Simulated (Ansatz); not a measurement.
The same path of H6N2OSSi (11 atoms, charge 0, multiplicity 1) was run twice with different band settings. Lost on the way: Si1–S2, O3–H4. Made: S2–H4.

Computed with RHF/6-31G* in Ansatz.

Relaxed end points:

```xyz
11
Properties=species:S:1:pos:R:3
Si -0.030 0.023 -0.070
S 1.517 1.471 -0.492
O -0.801 -0.297 -1.486
H -1.141 0.436 -1.979
N 0.430 -1.529 0.448
N -0.883 0.785 1.187
H 1.889 0.995 -1.675
H 0.532 -2.265 -0.217
H 1.002 -1.661 1.254
H -1.000 1.772 1.267
H -1.515 0.270 1.762
```

```xyz
11
Properties=species:S:1:pos:R:3
Si -0.336 -0.420 0.524
S 1.495 2.533 -2.910
O 0.132 0.251 -0.735
H 0.945 1.641 -2.090
N 0.051 -1.984 0.982
N -1.323 0.280 1.682
H 1.944 1.635 -3.779
H 0.636 -2.555 0.412
H -0.254 -2.438 1.815
H -1.655 1.214 1.577
H -1.635 -0.157 2.522
```

Common settings: movable images 5; climbing image yes; spring 5.0 eV/Å²; optimiser quadratic models (default); start path through a guess of the saddle point; iteration limit 60; end points relaxed.

| run | force threshold |
| --- | --- |
| 1 | 0.05 eV/Å |
| 2 | 0.2 eV/Å |

(1) What does each run give, and how far can it be trusted?

## Answers

(1) Run 1: converged after 29 iterations, highest image 2.736 eV above the first end. Neighbouring images differ by up to 2.5 eV, so the band resolves the path poorly. A vibrational analysis at the climbing image gives one clearly imaginary mode, 1729i cm⁻¹: a first-order saddle point.
Run 2: converged after 25 iterations, highest image 2.740 eV above the first end. The threshold of 0.2 eV/Å is loose, so the images may lie well off the minimum-energy path. Neighbouring images differ by up to 2.0 eV, so the band resolves the path poorly. The order of the stationary point at the top wasn't checked.
The orbitals stay closed-shell, which can raise the energy where a bond breaks towards radicals; this wasn't checked here.
